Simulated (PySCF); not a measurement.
# Trend along group 12: MRb cations

PBE0 with double-zeta basis sets in PySCF, for the lowest determinant that a PBE0 search found; no spin–orbit coupling. De refers to high-spin ground-configuration atoms (the charge goes to the atom of lower measured ionisation energy or higher electron affinity, which is not always the lowest computed limit). A positive dipole points towards Rb; it is taken about the centre of mass and depends on that origin.

| M | basis | charged atom | state (unpaired electrons) | Re (Å) | ωe (cm⁻¹) | De (eV) | μ (D) |
| --- | --- | --- | --- | --- | --- | --- | --- |
| Zn | def2-SVP | Rb+ | singlet (closed shell) | 3.682 | 60.1 | 0.21 | 5.30 |
| Cd | def2-SVP | Rb+ | singlet (closed shell) | 3.839 | 49.4 | 0.20 | 8.16 |
| Hg | def2-SVP | Rb+ | singlet (closed shell) | 3.771 | 43.9 | 0.16 | 10.94 |

The shortest bond is that of RbZn⁺ (3.682 Å), the longest that of RbCd⁺ (3.839 Å).

Down a group the atoms grow and get heavier, so bonds lengthen and wavenumbers fall; the exceptions here are the shorter bond at Hg. Relativity and the filled 4f shell contract the atoms of the sixth period.

Closed-shell solutions of metal pairs were not tested for spin polarisation, which can lower them a little. Weak bonds: RbCd⁺, RbHg⁺, RbZn⁺. Basis-set superposition, not corrected here, can be much of De in a small basis, most of all at correlated wavefunction levels. Spin–orbit coupling is left out. For an ion De counts to the pair picked by the measured ionisation energies or electron affinities, which need not be the lowest pair at this level.
